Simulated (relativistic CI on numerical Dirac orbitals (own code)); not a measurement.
Pb⁺: q coefficients and field-shift factors

Calculated at this level of theory: Dirac-Coulomb-Breit CI, orbitals from a KLI potential per configuration, valence Slater integrals scaled by 0.85, P86 correlation energy added to each configuration, derivatives by finite differences, QED left out (own radial code, finite nucleus).

CI space (outside the closed core [Xe] 4f14 5d10): 6s2 6p, 6s 6p2, 6s2 7s, 6s2 6d, 6s2 7p, 6s2 8s, 6s2 5f, 6s2 7d. Levels of other configurations are missing.

With x = (α/α₀)² − 1 an excitation energy changes as ω = ω₀ + qx; K = 2q/ω₀ is the relative enhancement. Terms are leading LS components, so labels can repeat. The field-shift factor is F = δν/δ⟨r²⟩ for the transition from the lowest level.

Lowest level 6s2 6p 2P°_1/2.

| Level | ω₀ (cm⁻¹) | q (cm⁻¹) | F (GHz/fm²) |
| --- | --- | --- | --- |
| 6s2 6p 2P°_3/2 | 14384.9 | 20240 | -4.32 |
| 6s 6p2 4P_1/2 | 51695.1 | 27420 | -100 |
| 6s 6p2 4P_3/2 | 59035.3 | 39980 | -103 |
| 6s2 7s 2S_1/2 | 60385.3 | 10360 | 27 |
| 6s 6p2 4P_5/2 | 64685.3 | 40900 | -89.4 |
| 6s2 6d 2D_3/2 | 69258.3 | 25580 | -20.4 |
| 6s2 6d 2D_5/2 | 71646.5 | 30610 | -25.2 |
| 6s2 7p 2P°_1/2 | 75011.1 | 12300 | 14 |
| 6s2 7p 2P°_3/2 | 77628.1 | 15810 | 12.9 |
| 6s 6p2 2D_3/2 | 82469.9 | 31260 | -62 |
| 6s 6p2 2D_5/2 | 87176.5 | 41950 | -66.6 |
| 6s 6p2 2P_1/2 | 88771.5 | 33780 | -82.7 |
| 6s2 8s 2S_1/2 | 89929.9 | 15230 | 7.67 |
| 6s2 5f 2F°_7/2 | 92746.1 | 15780 | 14.5 |
| 6s2 5f 2F°_5/2 | 92764.0 | 15790 | 14.5 |
| 6s2 7d 2D_3/2 | 95508.9 | 17340 | 5.48 |
| 6s2 7d 2D_5/2 | 96743.6 | 21750 | -4.85 |
| 6s 6p2 2S_1/2 | 103145.9 | 54640 | -98.1 |
| 6s 6p2 2P_3/2 | 106121.0 | 53320 | -92.1 |

Correlation outside the listed configurations is missing or only estimated: errors of thousands of cm⁻¹ between configurations and terms are usual at this charge. Rates and lifetimes follow the computed energies and can be off by large factors. The fine structure of a lone outer electron comes out too small, for d and f at times inverted, and misplaced configurations move strength between like terms.

(1) Which transition from the lowest level has the largest |K|?

Answers

(1) 6s2 6p 2P°_3/2 at 14384.9 cm⁻¹, K = 2.81.
